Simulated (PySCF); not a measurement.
Isomers of CH10FNSi3. Theory: TDDFT CAM-B3LYP/def2-SVPD, vertical, gas phase, core orbitals frozen in the response (PySCF 2.14.0, density-fitted response routines). Geometries: GFN2-xTB; one conformer of each isolated species. Triplets are in the Tamm–Dancoff approximation.

A. `C[SiH2][Si@H](F)N[SiH3]`
B. `F[SiH2]N([SiH3])C[SiH3]`
C. `C[Si@H](N)[SiH2][SiH2]F`
D. `CN[SiH2][SiH2][SiH2]F`

Lowest singlet levels (six at most, fewer where fewer were computed) with oscillator strengths:

1. 5.64 eV (f 0.021); 6.18 eV (f 0.140); 6.52 eV (f 0.010); 6.85 eV (f 0.102); 6.94 eV (f 0.017); 7.05 eV (f 0.004); T1 5.16 eV
2. 5.81 eV (f 0.005); 5.97 eV (f 0.003); 6.81 eV (f 0.006); 6.89 eV (f 0.022); 7.31 eV (f 0.097); 7.41 eV (f 0.025); T1 5.50 eV
3. 5.75 eV (f 0.008); 6.18 eV (f 0.007); 7.04 eV (f 0.016); 7.29 eV (f 0.031); 7.57 eV (f 0.015); 7.71 eV (f 0.018); T1 5.26 eV
4. 5.26 eV (f 0.015); 5.97 eV (f 0.037); 6.33 eV (f 0.082); 6.55 eV (f 0.029); 6.65 eV (f 0.012); 6.79 eV (f 0.009); T1 4.97 eV

**Question.** Match each spectrum to its molecule.

**Answer.** 1 = C, 2 = B, 3 = A, 4 = D.
- A: S1 at 5.75 eV, HOMO→LUMO (89%); Löwdin shares by element: HOMO nitrogen 44%, silicon 23% or more, hydrogen 8% or more (atoms not listed hold the other 25%); LUMO silicon 57%, hydrogen 7% or more (atoms not listed hold the other 36%); HOMO -8.76 and LUMO 0.33 eV.
- B: S1 at 5.81 eV, HOMO→LUMO (91%); Löwdin shares by element: HOMO nitrogen 46%, silicon 16% or more, carbon 14% (atoms not listed hold the other 24%); LUMO silicon 38% or more, hydrogen 18% or more (atoms not listed hold the other 43%); HOMO -8.22 and LUMO 0.81 eV.
- C: S1 at 5.64 eV, HOMO→LUMO (88%); Löwdin shares by element: HOMO nitrogen 50%, silicon 18% or more, carbon 14% (atoms not listed hold the other 17%); LUMO silicon 67%, hydrogen 7% or more (atoms not listed hold the other 26%); HOMO -8.64 and LUMO -0.16 eV.
- D: S1 at 5.26 eV, HOMO→LUMO (68%), HOMO→LUMO+1 (23%); Löwdin shares by element: HOMO nitrogen 54%, silicon 11% or more, carbon 11%, hydrogen 7% or more (atoms not listed hold the other 18%); LUMO silicon 65%, hydrogen 8% or more (atoms not listed hold the other 27%); HOMO -8.19 and LUMO -0.08 eV.
A and B have S1 within 0.07 eV of each other; their strongest listed levels stand at 7.29 eV (f 0.031) and 7.31 eV (f 0.097).
A and C have S1 within 0.11 eV of each other; their strongest listed levels stand at 7.29 eV (f 0.031) and 6.18 eV (f 0.140).
